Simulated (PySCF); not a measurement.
benzenedithiol (C6H6S2), SMILES Sc1ccc(cc1)S.

Coordinates come from a PBE0-D3(BJ)/def2-SVP optimisation. The values are those of a single conformer.

Two levels are set side by side: TDA-PBE/def2-SVPD (PySCF) and TDA-M06-2X/def2-SVPD (PySCF). Vertical, same geometry. The lowest singlet is HOMO→LUMO 91 % with PBE and HOMO→LUMO 86 % with the other functional; states are paired by order. Differences are taken from unrounded values.

| quantity | TDA-M06-2X | TDA-PBE | TDA-PBE minus TDA-M06-2X |
|---|---|---|---|
| lowest singlet excitation (eV) | 4.67 | 3.89 | -0.78 |
| lowest triplet excitation (TDA) (eV) | 3.82 | 3.29 | -0.53 |
| first bright state (f over 0.05) (eV) | 5.24 | 4.61 | -0.63 |
| its oscillator strength | 0.57 | 0.53 | -0.04 |

Functionals without exact exchange tend to place singlet excitations lower, as here. Differences between two approximate levels are no errors against the true value.

Rough cost on one machine, each run with all the roots and properties that it gave: TDA-M06-2X against TDA-PBE about 9 times.
